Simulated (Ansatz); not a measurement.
`[F][In]([Cl])[SeH]` + `C[O][SnH3]` → `C[O][SnH2][SeH]` + `[F][InH][Cl]`  (formal exchange of groups at the Se–In bond)

Program: Ansatz. Geometries: PBE0-D4/def2-TZVP. ΔE: electronic, gas phase. CBS: MP2 limit from def2 TZ/QZ plus the TZ coupled-cluster correction, frozen cores. DFT in def2-TZVPP. def2 core potentials past Kr. For In, Se, Sn outer-core shells are correlated without core-valence functions, which leaves a few kJ/mol of doubt a bond. Scalar relativity is left out up to krypton. Each species was taken in one conformer, which may not be the lowest.

**Question.** Is it downhill or uphill in electronic energy at CCSD(T)/CBS, and by how much? (Best estimate.)

**Answer.** The calculation gave: Uphill: ΔE = +12.7 kJ/mol.

**Question.** What do these levels give: LDA (SPW92), BLYP-D4, B97M-V, ωB97M-V, PBE, BLYP, PBE0, r2SCANh, MP2/def2-SVP, CCSD(T)/def2-SVP, SCS-MP2/def2-TZVPP, SCS-MP2/def2-QZVPP? (Best estimate.)

**Answer.** Computed: LDA (SPW92) 10.6, BLYP-D4 12.7, B97M-V 15.6, ωB97M-V 13.0, PBE 13.9, BLYP 16.3, PBE0 15.3, r2SCANh 14.3, MP2/def2-SVP 22.5, CCSD(T)/def2-SVP 23.1, SCS-MP2/def2-TZVPP 18.3, SCS-MP2/def2-QZVPP 15.1 kJ/mol.

Largest T1 diagnostic among the species: 0.015.

Leaving LDA and LC-ωPBE aside and taking each functional with its dispersion term where it has one, the values, not all of them listed here, spread over 5.5 kJ/mol, from revPBE-D4 to B2PLYP. LDA lies −3.3 kJ/mol from PBE without D4. At CCSD(T), def2-SVP lies +10.4 kJ/mol from the extrapolated value and def2-TZVPP +5.4 kJ/mol.
